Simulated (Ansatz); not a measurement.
`O=C[NH][GeH3]` + NH₃ → `[NH2][GeH3]` + `NC=O` at 500 K and 1 bar (ligand exchange at a Ge–N bond).

Isolated molecules relaxed with PBE0-D4/def2-TZVP in Ansatz; ΔE leaves out vibrations. CCSD(T)/CBS is the MP2 limit (def2-TZVPP, def2-QZVPP) plus CCSD(T) − MP2 in def2-TZVPP, frozen cores. This one scheme is used for every species. For Ge outer-core shells are correlated without core-valence functions, which leaves a few kJ/mol of doubt a bond. Scalar relativity is left out up to krypton. One conformer a species, not always the lowest.

| species | CCSD(T)/CBS energy (Eh) | H − E (kJ/mol) | S (J/(mol·K)) |
| --- | --- | --- | --- |
| `O=C[NH][GeH3]` | -2247.05298 | 195.4 | 372.4 |
| NH₃ | -56.50880 | 108.2 | 211.8 |
| `[NH2][GeH3]` | -2133.81884 | 158.0 | 315.9 |
| `NC=O` | -169.73435 | 144.8 | 288.7 |

H − E and S are ideal-gas, rigid-rotor, harmonic terms from PBE0-D4/def2-TZVP, for one conformer and one mirror image of each species. 1 Eh = 2625.50 kJ/mol, R = 8.31446 J/(mol·K).

**Question.** By hand: ΔE, ΔH, ΔS and ΔG.

**Answer.** ΔE = (-2133.81884) + (-169.73435) − (-2247.05298) − (-56.50880) = 0.00859 Eh = 22.6 kJ/mol. Δ(H − E) = 158.0 + 144.8 − 195.4 − 108.2 = -0.8, so ΔH = 21.8 kJ/mol. ΔS = 315.9 + 288.7 − 372.4 − 211.8 = 20.4 J/(mol·K). ΔG = 21.8 − 500 × (20.4)/1000 = 11.6 kJ/mol.

**Question.** By hand: the equilibrium constant, and the temperature at which ΔG would vanish if ΔH and ΔS stayed fixed.

**Answer.** log₁₀ K = −ΔG/(RT ln 10) = -1.2. ΔG = 0 at ΔH/ΔS = 1069 K.

TΔS isn't small against ΔH here. A doubt of 5 kJ/mol in ΔE shifts log₁₀ K by 0.5 here. Other conformers and mirror images would add mixing entropy, several J/(mol·K) or more a flexible species. These are equilibria of isolated gas molecules and say nothing of rates. Largest T1 diagnostic: 0.016 (customary marks: 0.02 for closed shells, 0.045 for open ones).
